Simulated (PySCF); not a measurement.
C₂H₂F₃O₂ (SMILES O=C([OH2+])C(F)(F)F), charge +1, singlet, at a GFN2-xTB geometry; PySCF with HF/def2-SVP.

The PySCF input:
```python
from pyscf import gto, scf

mol = gto.M(
    atom='''
O     1.143908   -0.508028    1.525917
C     0.761351   -0.215173    0.480819
O     1.779577    0.010549   -0.623972
C    -0.663184    0.098301   -0.097993
F    -0.926334    1.377105    0.076635
F    -0.649952   -0.162145   -1.410060
F    -1.556010   -0.650249    0.495057
H     2.703004   -0.268661   -0.400639
H     1.510780   -0.132673   -1.566562
''',
    basis='def2-svp',
    charge=1,
    spin=0,
    verbose=4,
)

mf = scf.RHF(mol)
mf.kernel()
```

It wrote (shortened):

```
PySCF version 2.14.0

[INPUT] verbose = 4
[INPUT] num. atoms = 9
[INPUT] num. electrons = 56
[INPUT] charge = 1
[INPUT] spin (= nelec alpha-beta = 2S) = 0
[INPUT] symmetry False subgroup None
[INPUT] Mole.unit = angstrom
[INPUT] Symbol           X                Y                Z      unit          X                Y                Z       unit  Magmom
[INPUT]  1 O      1.143908000000  -0.508028000000   1.525917000000 AA    2.161672831699  -0.960033783611   2.883565218818 Bohr   0.0
[INPUT]  2 C      0.761351000000  -0.215173000000   0.480819000000 AA    1.438744874664  -0.406618039401   0.908616225487 Bohr   0.0
[INPUT]  3 O      1.779577000000   0.010549000000  -0.623972000000 AA    3.362913147575   0.019934720888  -1.179136189397 Bohr   0.0
[INPUT]  4 C     -0.663184000000   0.098301000000  -0.097993000000 AA   -1.253236130194   0.185761967771  -0.185179932125 Bohr   0.0
[INPUT]  5 F     -0.926334000000   1.377105000000   0.076635000000 AA   -1.750517559873   2.602351294769   0.144819161556 Bohr   0.0
[INPUT]  6 F     -0.649952000000  -0.162145000000  -1.410060000000 AA   -1.228231274113  -0.306409642468  -2.664627219204 Bohr   0.0
[INPUT]  7 F     -1.556010000000  -0.650249000000   0.495057000000 AA   -2.940432747084  -1.228792522772   0.935522146049 Bohr   0.0
[INPUT]  8 H      2.703004000000  -0.268661000000  -0.400639000000 AA    5.107937273604  -0.507695710352  -0.757097984820 Bohr   0.0
[INPUT]  9 H      1.510780000000  -0.132673000000  -1.566562000000 AA    2.854960434470  -0.250715634124  -2.960373137151 Bohr   0.0

nuclear repulsion = 346.29023949466
number of shells = 48
number of NR pGTOs = 182
number of NR cGTOs = 108
basis = def2-svp
ecp = {}

******** <class 'pyscf.scf.hf.RHF'> ********
method = RHF
initial guess = minao
damping factor = 0
level_shift factor = 0
DIIS = <class 'pyscf.scf.diis.CDIIS'>
diis_start_cycle = 1
diis_space = 8
diis_damp = 0
SCF conv_tol = 1e-09
SCF conv_tol_grad = None
SCF max_cycles = 50
direct_scf = True
direct_scf_tol = 1e-13
Set gradient conv threshold to 3.16228e-05
Initial guess from minao.
init E= -525.815177195026
  HOMO = -0.376608598087026  LUMO = 0.0323337171946791  gap/eV = 11.12789
cycle= 1 E= -523.838569422357  delta_E= 1.98  |g|= 1.29  |ddm|= 3.08
  HOMO = -0.742050350367477  LUMO = -0.234748905278122  gap/eV = 13.80438
cycle= 2 E= -524.021455401033  delta_E= -0.183  |g|= 0.991  |ddm|= 1.56
  HOMO = -0.781381176759773  LUMO = -0.155340601336256  gap/eV = 17.03543
cycle= 3 E= -524.190797689432  delta_E= -0.169  |g|= 0.129  |ddm|= 0.706
  HOMO = -0.75612128450181  LUMO = -0.125930828024488  gap/eV = 17.14836
cycle= 4 E= -524.194900315561  delta_E= -0.0041  |g|= 0.0512  |ddm|= 0.119
  HOMO = -0.76417035463449  LUMO = -0.125428363694349  gap/eV = 17.38105
cycle= 5 E= -524.195730520867  delta_E= -0.00083  |g|= 0.0158  |ddm|= 0.0603
  HOMO = -0.766279505261995  LUMO = -0.125978526949205  gap/eV = 17.42348
cycle= 6 E= -524.19587678554  delta_E= -0.000146  |g|= 0.00736  |ddm|= 0.0237
  HOMO = -0.766804427190716  LUMO = -0.125321617213954  gap/eV = 17.45564
cycle= 7 E= -524.195922163184  delta_E= -4.54e-05  |g|= 0.00245  |ddm|= 0.0179
  HOMO = -0.76729691418129  LUMO = -0.125106425393368  gap/eV = 17.47489
cycle= 8 E= -524.19592666912  delta_E= -4.51e-06  |g|= 0.000715  |ddm|= 0.00609
  HOMO = -0.767381242227247  LUMO = -0.125100000528786  gap/eV = 17.47736
cycle= 9 E= -524.195926979305  delta_E= -3.1e-07  |g|= 0.00027  |ddm|= 0.00143
  HOMO = -0.76741286475358  LUMO = -0.125104991299245  gap/eV = 17.47809
cycle= 10 E= -524.195927011066  delta_E= -3.18e-08  |g|= 6.18e-05  |ddm|= 0.000457
  HOMO = -0.767420395218548  LUMO = -0.125105456843741  gap/eV = 17.47828
cycle= 11 E= -524.195927013458  delta_E= -2.39e-09  |g|= 1.47e-05  |ddm|= 0.000131
  HOMO = -0.767423833295525  LUMO = -0.125107641463059  gap/eV = 17.47831
cycle= 12 E= -524.195927013567  delta_E= -1.09e-10  |g|= 5.7e-06  |ddm|= 3.09e-05
  HOMO = -0.767422746474802  LUMO = -0.125106849412598  gap/eV = 17.47831
Extra cycle  E= -524.19592701358  delta_E= -1.24e-11  |g|= 3.41e-06  |ddm|= 9.71e-06
converged SCF energy = -524.19592701358
```
